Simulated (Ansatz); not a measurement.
Basis sets compared for ZrClF3. Total charge 0; singlet. Geometry PBE-D4/def2-SVP. Ansatz on 4 threads of Arm Neoverse V1 on a shared host; times are rough, and most runs start from earlier orbitals.

Cartesian coordinates in Å:
```
Zr 0.0512 -0.0110 -0.0627
Cl -1.4238 0.3058 1.7446
F -0.4585 1.1029 -1.5187
F 0.0052 -1.8277 -0.6266
F 1.8258 0.4300 0.4634
```

In the def2 sets Zr takes a core potential, while STO-3G treats all electrons; there is no spin–orbit coupling.

STO-3G and 6-31G are all-electron sets without relativity, so their totals don't compare with the def2 sets.

Binding counts from free atoms (Zr triplet, Cl doublet, F doublet) in the same basis, without a counterpoise term.

```csv
level,functions,energy (Eh),HOMO (eV),LUMO (eV),binding per atom (eV),wall time
HF/STO-3G,51,-4252.3404,-10.45,6.10,–,0.3 s
PBE-D4/def2-SVP,91,-806.2979,-8.40,-2.59,–,1 s
PBE0-D4/def2-SVP,91,-806.2965,-9.94,-1.85,5.12,1.3 s
```

(1) Estimate the rows for HF/def2-TZVP, PBE-D4/def2-TZVP (with forces), PBE0-D4/def2-TZVP.

Answers

(1) 
```
                         level  functions  energy (Eh)  HOMO (eV)  LUMO (eV)  binding per atom (eV)  wall time
                  HF/def2-TZVP        170    -804.8377     -13.43       1.23                   3.72      1.3 s
PBE-D4/def2-TZVP (with forces)        170    -806.8322      -8.55      -2.77                      –      1.9 s
             PBE0-D4/def2-TZVP        170    -806.8287     -10.03      -1.95                   5.01        2 s
```
